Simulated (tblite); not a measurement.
Compound: C₆H₁₂NO (doublet state).
Numbering: `[CH3:1][CH:2]1[CH2:3][CH2:4][N:5]([O:6])[CH2:7][CH2:8]1` (hydrogens: H9, H10, H11 on C1; H12 on C2; H13, H14 on C3; H15, H16 on C4; H17, H18 on C7; H19, H20 on C8)

Computed with GFN2-xTB (tblite), gas phase: L-BFGS steps from a force-field or distance-geometry start until the largest atomic force falls under 0.01 eV/Å.

The end geometry, which sets the zero of energy:
```
atom  x, y, z in Å
C1      2.2903    0.3807    0.2176
C2      0.8495    0.2580   -0.2706
C3      0.3677   -1.1922   -0.2034
C4     -1.0867   -1.2947   -0.6791
N5     -1.9249   -0.4060    0.0797
O6     -2.7687   -0.8523    0.9244
C7     -1.5356    0.9784    0.0728
C8     -0.0907    1.1289    0.5648
H9      2.3722    0.0543    1.2520
H10     2.9517   -0.2330   -0.3895
H11     2.6271    1.4128    0.1550
H12     0.8053    0.5944   -1.3135
H13     0.4301   -1.5475    0.8271
H14     0.9948   -1.8335   -0.8246
H15    -1.1446   -1.0137   -1.7383
H16    -1.4684   -2.3088   -0.5525
H17    -1.6124    1.3602   -0.9531
H18    -2.2267    1.5266    0.7148
H19     0.2022    2.1782    0.5027
H20    -0.0374    0.8200    1.6106
```

Problem. These geometries come from the run, each turned onto the end geometry. Order them by energy, lowest first.
A.
```
atom  x, y, z in Å
C1      2.3058    0.4016    0.1669
C2      0.8562    0.2611   -0.2761
C3      0.3903   -1.1874   -0.1685
C4     -1.0625   -1.3251   -0.6249
N5     -1.9143   -0.4057    0.0856
O6     -3.0866   -0.7563    0.4469
C7     -1.5168    0.9778    0.1383
C8     -0.0642    1.1127    0.5914
H9      2.4207    0.0815    1.2002
H10     2.9531   -0.2055   -0.4576
H11     2.6310    1.4337    0.0838
H12     0.7592    0.5859   -1.3181
H13     0.4639   -1.5141    0.8706
H14     1.0248   -1.8374   -0.7715
H15    -1.1379   -1.1330   -1.7069
H16    -1.4387   -2.3308   -0.4227
H17    -1.6443    1.4324   -0.8557
H18    -2.1908    1.4778    0.8370
H19     0.2348    2.1598    0.5502
H20     0.0111    0.7818    1.6279
```
B.
```
atom  x, y, z in Å
C1      2.3201    0.4004    0.1758
C2      0.8636    0.2579   -0.2589
C3      0.3963   -1.1938   -0.1645
C4     -1.0713   -1.3342   -0.5744
N5     -1.9414   -0.4253    0.1297
O6     -3.1888   -0.6898    0.1870
C7     -1.5230    0.9534    0.1831
C8     -0.0603    1.1194    0.6002
H9      2.4319    0.0818    1.2096
H10     2.9672   -0.2123   -0.4493
H11     2.6450    1.4360    0.0980
H12     0.7766    0.5862   -1.3004
H13     0.5755   -1.5609    0.8508
H14     0.9810   -1.8061   -0.8522
H15    -1.1633   -1.1450   -1.6617
H16    -1.4462   -2.3369   -0.3625
H17    -1.6670    1.4021   -0.8188
H18    -2.1919    1.4428    0.8939
H19     0.1971    2.1702    0.4582
H20     0.0937    0.8647    1.6532
```
C.
```
atom  x, y, z in Å
C1      2.3088    0.3996    0.1716
C2      0.8562    0.2606   -0.2743
C3      0.3983   -1.1961   -0.1752
C4     -1.0619   -1.3456   -0.5992
N5     -1.9168   -0.4069    0.0874
O6     -3.1368   -0.7214    0.3086
C7     -1.5205    0.9786    0.1690
C8     -0.0606    1.1257    0.5932
H9      2.4293    0.0814    1.2054
H10     2.9588   -0.2117   -0.4483
H11     2.6347    1.4333    0.0951
H12     0.7715    0.5889   -1.3177
H13     0.5158   -1.5446    0.8526
H14     1.0076   -1.8314   -0.8210
H15    -1.1357   -1.1869   -1.6849
H16    -1.4520   -2.3464   -0.3804
H17    -1.6611    1.4621   -0.8086
H18    -2.2024    1.4595    0.8785
H19     0.2154    2.1777    0.5052
H20     0.0462    0.8346    1.6399
```
D.
```
atom  x, y, z in Å
C1      2.3062    0.3994    0.1711
C2      0.8497    0.2526   -0.2555
C3      0.3795   -1.1997   -0.1640
C4     -1.0701   -1.3094   -0.6448
N5     -1.9103   -0.4083    0.0956
O6     -2.9959   -0.8011    0.6349
C7     -1.5216    0.9754    0.1110
C8     -0.0777    1.1152    0.6013
H9      2.4401    0.0850    1.2030
H10     2.9474   -0.2112   -0.4603
H11     2.6220    1.4363    0.0848
H12     0.7605    0.5801   -1.2987
H13     0.4427   -1.5426    0.8707
H14     1.0123   -1.8443   -0.7760
H15    -1.1144   -1.0552   -1.7145
H16    -1.4622   -2.3184   -0.5075
H17    -1.5969    1.3883   -0.9061
H18    -2.2186    1.5100    0.7584
H19     0.2207    2.1634    0.5502
H20    -0.0189    0.7955    1.6435
```
E.
```
atom  x, y, z in Å
C1      2.3180    0.3974    0.1830
C2      0.8619    0.2576   -0.2629
C3      0.4049   -1.2054   -0.1858
C4     -1.0762   -1.3421   -0.5230
N5     -1.9499   -0.4891    0.3132
O6     -3.2023   -0.6221   -0.0404
C7     -1.5247    0.9255    0.2285
C8     -0.0599    1.1405    0.5903
H9      2.4480    0.0778    1.2188
H10     2.9680   -0.2155   -0.4412
H11     2.6410    1.4340    0.1002
H12     0.7868    0.5867   -1.3100
H13     0.5750   -1.6014    0.8231
H14     0.9915   -1.8159   -0.8852
H15    -1.2408   -1.0657   -1.5878
H16    -1.3720   -2.3864   -0.4031
H17    -1.7034    1.2857   -0.8067
H18    -2.1496    1.5318    0.8853
H19     0.1931    2.1978    0.4473
H20     0.0852    0.9197    1.6532
```

Solution. D (0.008 eV), A (0.021 eV), C (0.039 eV), B (0.078 eV), E (0.383 eV).

In the order of the answer:

| step | E above end (eV) | largest force (eV/Å) | rms force component (eV/Å) | rms distance from end (Å) | rms bond change (Å) | bond most changed (Å) |
| --- | --- | --- | --- | --- | --- | --- |
| 43 | 0.008 | 0.03 | 0.010 | 0.098 | 0.001 | C4–H15 +0.003 |
| 24 | 0.021 | 0.11 | 0.039 | 0.151 | 0.003 | C7–C8 -0.006 |
| 15 | 0.039 | 0.13 | 0.046 | 0.190 | 0.003 | C7–C8 -0.006 |
| 9 | 0.078 | 0.27 | 0.081 | 0.220 | 0.004 | C4–H15 +0.010 |
| 1 | 0.383 | 2.41 | 0.373 | 0.275 | 0.016 | C4–N5 +0.042 |

What follows is the cost of the whole relaxation. Time: 0.65 s of wall time. Hardware: Arm Neoverse N1, one thread, shared host with 64 logical CPUs at a one-minute load of 47.
